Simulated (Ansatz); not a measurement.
C2H6O2Si can be A, `COC1O[SiH2]1`, or B, `O=COC[SiH3]`.

Program: Ansatz. Geometries: PBE0-D4/def2-TZVP. ΔE: electronic, gas phase. CCSD(T)/CBS adds triple-zeta CCSD(T) − MP2 to the extrapolated MP2 energy (def2 sets, frozen cores). Functionals use def2-TZVPP. B3LYP here is the variant with VWN-RPA as its local correlation; programs differ in this. One conformer a species, not always the lowest.

A:

Z-matrix (Å, degrees):
```
C
O 1 1.416
H 1 1.097 2 110.7
H 1 1.094 2 111.0 3 121.4
H 1 1.089 2 107.0 3 -119.0
C 2 1.366 1 112.9 3 -57.7
Si 6 1.813 2 120.6 1 -141.4
O 6 1.470 2 114.6 1 -73.1
H 6 1.094 2 113.5 1 54.5
H 7 1.478 6 121.2 2 1.6
H 7 1.480 6 123.0 2 -158.8
```

B:

Z-matrix (Å, degrees):
```
C
Si 1 1.895
O 1 1.439 2 111.6
H 1 1.092 2 110.6 3 122.3
H 1 1.091 2 110.6 3 -117.2
H 2 1.483 1 110.2 3 -58.0
H 2 1.486 1 107.9 3 -178.4
H 2 1.485 1 109.5 3 62.5
C 3 1.331 1 116.3 2 92.3
O 9 1.196 3 126.1 1 0.2
H 9 1.099 3 108.9 1 180.0
```

(1) Which is lower in electronic energy at CCSD(T)/CBS, and by how much? (Estimate.)

(2) Give E(B) − E(A) in kcal/mol with B2PLYP, PBE-D4, ωB97M-V, r2SCAN-D4, CCSD(T)/def2-TZVPP, HF/def2-TZVPP, B3LYP-D4. (Estimate.)

Largest T1 diagnostic: 0.015.

Answers

(1) Computed: B, by 15.1 kcal/mol.

(2) The calculation gave: B2PLYP -17.4, PBE-D4 -16.4, ωB97M-V -15.9, r2SCAN-D4 -16.1, CCSD(T)/def2-TZVPP -16.6, HF/def2-TZVPP -22.4, B3LYP-D4 -18.1. None reverses the order clearly.

In def2-TZVPP, CCSD(T) changes the Hartree–Fock value by +5.8 kcal/mol (the triples alone add +0.0 kcal/mol) and MP2 by +7.2 kcal/mol.
